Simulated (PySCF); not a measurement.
Numbering as in the mapped SMILES `[CH3:1][c:2]1[s:3][cH+:4][s:5][c:6]1[F:7]`. Each H is labelled by its parent atom.

Geometry: GFN2-xTB; GIAO absolute shieldings from PySCF 2.14, gas phase, non-relativistic, averaged over equivalent atoms.

At KT3/STO-3G (47 basis functions, 15 s wall time on 1 thread of an AMD EPYC, shared host):
| atoms | σ (ppm) |
| --- | --- |
| C4 | 88.7 |
| C6 | 100.1 |
| C2 | 115.5 |
| C1 | 209.7 |
| S3 | 438.6 |
| S5 | 459.8 |
| F7 | 268.0 |
| H(C4) | 23.36 |
| H(C1) | 30.02 |

Estimate the result of repeating the calculation with PBE0/pcSseg-0.

Answers


| atoms | σ at PBE0/pcSseg-0 | change |
| --- | --- | --- |
| C4 | -7.0 | -95.7 |
| C6 | -0.1 | -100.2 |
| C2 | 34.9 | -80.6 |
| C1 | 178.5 | -31.2 |
| S3 | 87.3 | -351.3 |
| S5 | 128.5 | -331.3 |
| F7 | 252.2 | -15.8 |
| H(C4) | 23.03 | -0.33 |
| H(C1) | 29.45 | -0.57 |

The largest change is at S3 (aromatic ring sulfur). Cost: 79 basis functions, 17 s wall time on 1 thread of an AMD EPYC, shared host. The order of the carbon signals is the same at both levels.
